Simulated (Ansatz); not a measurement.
System: PbCl$_{2}$, charge 0, singlet. PbCl2 (SMILES [Cl][Pb][Cl]).
B3LYP-D3(BJ)/def2-TZVP minimum from Ansatz (an electronic-structure program):
```xyz
3

Pb     0.0029     0.0033     0.4695
Cl     1.2364     1.4242    -1.1502
Cl    -1.2503    -1.4401    -1.1147
```

Total energies in hartree (Ansatz). Radicals and triplets start from unrestricted determinants; spin-orbit coupling is neglected. Correlated methods leave the cores frozen (noble-gas shells, and filled d and f shells in the p block). Past Kr the def2 sets carry scalar-relativistic core potentials. Spin-orbit terms, left out, reach several kcal/mol for Br and I, and more for heavier atoms.

```csv
species,HF/def2-TZVPP,CCSD(T)/def2-TZVPP,HF/def2-QZVPP,CCSD(T)/def2-QZVPP,CCSDT(Q)/def2-TZVPP
1: PbCl2 (SMILES [Cl][Pb][Cl]),-1110.97732,-1111.48170,-1111.00492,-1111.55680,-1111.48399
2: Pb (triplet),-191.83552,-191.88342,-191.83621,-191.88661,-191.88372
3: Cl (doublet),-459.47685,-459.66464,-459.48954,-459.69535,-459.66548
```

**Question.** Work out the atomisation energy (electronic, to ground-state atoms) in kcal/mol: take Hartree-Fock from def2-QZVPP, extrapolate the CCSD(T) correlation energy as X^-3 (X = 3, 4), and add CCSDT(Q) - CCSD(T) in def2-TZVPP. 1 hartree = 627.51 kcal/mol.

**Answer.** 
Species 1: correlation (64·(-0.55188) - 27·(-0.50438))/37 = -0.58654; step -0.00229; E1 = -1111.00492 + (-0.58654) + (-0.00229) = -1111.59375
Species 2: correlation (64·(-0.05040) - 27·(-0.04790))/37 = -0.05222; step -0.00030; E2 = -191.83621 + (-0.05222) + (-0.00030) = -191.88873
Species 3: correlation (64·(-0.20581) - 27·(-0.18779))/37 = -0.21896; step -0.00084; E3 = -459.48954 + (-0.21896) + (-0.00084) = -459.70934
-1·E1 +1·E2 +2·E3 = 0.28634 hartree = 179.7 kcal/mol.
